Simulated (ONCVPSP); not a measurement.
# Ta (Z = 73): excitation energies, all-electron against ONCV

- Element: tantalum (Ta)
- Generator: ONCVPSP 4.0.1
- Type: optimised norm-conserving Vanderbilt (ONCV)
- Functional: PBE
- Relativity: scalar-relativistic
- Frozen core: [Kr] 4d10 4f14
- Valence charge: 13
- Reference configuration: 5s2 5p6 5d4 6s1
- Partial waves: 5s+6s: rc 2.00 bohr, ncon 3, nbas 6, qcut 7.3 1/bohr, 2 projectors; 5p: rc 1.50 bohr, ncon 4, nbas 8, qcut 5 1/bohr, 2 projectors, debl 0.5 Ha; 5d: rc 2.00 bohr, ncon 4, nbas 8, qcut 4.4 1/bohr, 3 projectors, debl 2.6 Ha
- Local potential: polynomial inside 1.50 bohr (lpopt 5, dvloc0 1 Ha)
- Core correction: Teter function, parameters optimised by the program

In the p channel the program set the typed energies aside and used -1.391, 0.250 Ha.

Energies are relative to the spin-unpolarised reference configuration 5s2 5p6 5d4 6s1; without spin polarisation the order of configurations can differ from experiment.

```json
{"valence configuration": "5s2 5p6 5d3 6s2", "charge": "0", "ΔE all-electron (eV)": "-2.094", "error AE − PS (meV)": "+0.6"}
{"valence configuration": "5s2 5p6 5d3 6s1", "charge": "+1", "ΔE all-electron (eV)": "6.374", "error AE − PS (meV)": "-0.3"}
```

(1) What are ΔE and the potential's error for 5s2 5p6 5d3 6s0?

(2) What are ΔE and the potential's error for 5s2 5p6 5d3 6s0 6p2?

Results:

(1) ΔE = 21.346 eV all-electron; the error (AE − PS) is +3.2 meV.

(2) ΔE = 6.502 eV all-electron; the error (AE − PS) is +2.5 meV.
